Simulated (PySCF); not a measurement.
Compound: C2H9GeNO.
Structure used (PBE0-D3(BJ)/def2-SVP), in Å, numbered top down from 1:
```
atom  x, y, z in Å
C1    -2.346    0.484    0.128
C2    -1.175   -0.461   -0.013
O3     0.019    0.276   -0.017
Ge4    1.597   -0.564   -0.104
N5     2.938    0.657   -0.048
H6    -3.299   -0.067    0.132
H7    -2.360    1.202   -0.705
H8    -2.266    1.053    1.066
H9    -1.282   -1.050   -0.948
H10   -1.188   -1.195    0.820
H11    1.672   -1.323   -1.442
H12    1.716   -1.490    1.122
H13    2.990    1.193    0.814
H14    2.963    1.300   -0.835
```

Computed, not measured: core-valence-separated Tamm–Dancoff BHandHLYP/aug-pcX-1 (pcseg-1 on H, def2-SVPD on Ge) in PySCF, non-relativistic, gas phase, PBE0-D3(BJ)/def2-SVP geometry. BHandHLYP without relativity tends to put these K edges a few eV too low, so spacings mean more than positions.

Q: Give energies, oscillator strengths and core holes at the C K edge.

A: 
| E (eV) | f | core hole on | main final orbital |
| --- | --- | --- | --- |
| 285.32 | 0.0101 | C1 | LUMO+2 (66 %) |
| 285.97 | 0.0229 | C1 | spread |
| 286.09 | 0.0258 | C1 | LUMO+3 (37 %) |
| 286.46 | 0.0080 | C1 | LUMO+1 (39 %) |
| 286.74 | 0.0260 | C2 | LUMO+1 (51 %) |
| 286.77 | 0.0053 | C1 | LUMO (63 %) |
| 287.21 | 0.0003 | C1 | LUMO+4 (34 %) |
| 287.41 | 0.0360 | C2 | LUMO+3 (37 %) |
| 287.48 | 0.0184 | C2 | spread |
| 287.52 | 0.0005 | C1 | LUMO+8 (38 %) |
| 287.64 | 0.0020 | C1 | LUMO+6 (40 %) |

The first line with a tenth or more of the strongest one's intensity is at 285.32 eV (f = 0.010), with the hole on C1 (methyl carbon). The strongest listed is at 287.41 eV (f = 0.036; C2).

Q: Give energies, oscillator strengths and core holes at the O K edge.

A: 
```json
{"E (eV)": "532.06", "f": "0.0231", "core hole on": "O3", "main final orbital": "LUMO+4 (33 %)"}
{"E (eV)": "533.00", "f": "0.0048", "core hole on": "O3", "main final orbital": "LUMO (81 %)"}
{"E (eV)": "533.64", "f": "0.0028", "core hole on": "O3", "main final orbital": "LUMO+1 (76 %)"}
{"E (eV)": "534.09", "f": "0.0138", "core hole on": "O3", "main final orbital": "LUMO+2 (38 %)"}
{"E (eV)": "534.16", "f": "0.0069", "core hole on": "O3", "main final orbital": "LUMO+3 (39 %)"}
{"E (eV)": "534.47", "f": "0.0117", "core hole on": "O3", "main final orbital": "LUMO+2 (34 %)"}
{"E (eV)": "534.65", "f": "0.0007", "core hole on": "O3", "main final orbital": "LUMO+6 (63 %)"}
```

The first line with a tenth or more of the strongest one's intensity is at 532.06 eV (f = 0.023), with the hole on O3 (oxygen bonded to C and Ge). It is also the strongest listed.

Q: Give energies, oscillator strengths and core holes at the N K edge.

A: 
| E (eV) | f | core hole on | main final orbital |
| --- | --- | --- | --- |
| 399.02 | 0.0065 | N5 | LUMO (76 %) |
| 400.29 | 0.0734 | N5 | spread (2 roots, f summed) |
| 400.51 | 0.0156 | N5 | LUMO+4 (34 %) |
| 401.37 | 0.0043 | N5 | LUMO+5 (45 %) |
| 402.13 | 0.0030 | N5 | LUMO+11 (32 %) |
| 402.21 | 0.0001 | N5 | LUMO+2 (77 %) |

The first line with a tenth or more of the strongest one's intensity is at 400.29 eV (f = 0.073, sum of 2), with the hole on N5 (nitrogen bonded to Ge and 2 H). It is also the strongest listed.

Roots within 0.03 eV whose holes lie on the same, on equivalent or on shared atoms are summed into one line, and the highest roots are left out, as the search may have cut off their partners. Final orbitals are the ground state's empty Kohn–Sham orbitals.

Q: What are the wavelength and the wavenumber of the 287.41 eV line?

A: λ = 12398.42 eV Å/287.41 eV = 43.138 Å; 2.3181 × 10⁶ cm⁻¹.

The list ends where the root search ended, not at a threshold. Relativistic effects, spin–orbit coupling among them, are left out although an element past zinc is present.

Time: 30 s. Hardware: one thread, x86-64 server (shared host).

One conformer stands for the species.
